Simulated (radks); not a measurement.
Values are calculated unless marked as measured or tabulated.
Problem. These are the eigenvalues of the occupied orbitals of an atom or ion with whole-number occupations (hartree). Code: a radial shooting solver on a logarithmic mesh with Libxc functionals. Model: Dirac Kohn-Sham, BLYP, spin-unpolarised, spherical densities, finite nucleus; Fermi nuclear charge, rms radius of each element as measured or else 0.836 A^(1/3) + 0.57 fm.

| orbital | eigenvalue |
|---|---|
| 1s1/2 | -690.9897 |
| 2s1/2 | -96.62541 |
| 2p1/2 | -88.68665 |
| 2p3/2 | -85.16461 |
| 3s1/2 | -16.10336 |
| 3p1/2 | -13.11475 |
| 3p3/2 | -12.54430 |
| 3d3/2 | -7.26310 |
| 3d5/2 | -7.15691 |
| 4s1/2 | -2.13566 |
| 4p1/2 | -1.31112 |
| 4p3/2 | -1.23347 |
| 5s1/2 | -0.14342 |
| 4d3/2 | -0.10801 |

Which element is it, and in what charge state? The configuration may be excited. Open shells, if any, fill j = l - 1/2 first.

Solution. Z = 41, niobium, charge 0: Nb in [Kr] 4d4 5s1. The list shows which subshells hold electrons but not how many an open one holds; the 1s level, -690.99 hartree, gives Z - s = 37.2 by -(Z - s)^2/2, which with screening and relativity narrows Z to a few neighbours, and the depths of the outer levels then fix element, charge and occupations together.
